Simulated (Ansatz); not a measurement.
`C=C[SiH](O)[SiH2]O` + `C[SiH](O)O` → `C=C[Si@@H](O)O[Si@@H](C)O` + `O[SiH3]`  (cleavage of the Si–Si bond)

Computed with Ansatz on PBE0-D4/def2-TZVP structures; ΔE is electronic, products minus reactants. CCSD(T)/CBS adds triple-zeta CCSD(T) − MP2 to the extrapolated MP2 energy (def2 sets, frozen cores). DFT in def2-TZVPP. One conformer a species, not always the lowest.

CCSD(T)/CBS gives -36.4 kcal/mol.

(1) Another level gave -41.8 kcal/mol. Which?
A. PBE/def2-TZVPP
B. HF/def2-TZVPP
C. CCSD/def2-TZVPP
D. PBE0-D4/def2-TZVPP

Largest T1 diagnostic among the species: 0.012.

Answers

(1) B. HF/def2-TZVPP -41.8, PBE -29.5, CCSD/def2-TZVPP -37.5, PBE0-D4 -32.5 kcal/mol.

The D4 term adds −0.7 kcal/mol with B3LYP and −0.5 kcal/mol with PBE0; it sums over pairs of atoms, weighted by their polarisabilities, and B3LYP, whose exchange is more repulsive, gets the larger term. In def2-TZVPP, CCSD(T) changes the Hartree–Fock value by +5.0 kcal/mol (the triples alone add +0.6 kcal/mol) and MP2 by +3.6 kcal/mol.

B3LYP here is the variant with VWN-RPA as its local correlation; programs differ in this.
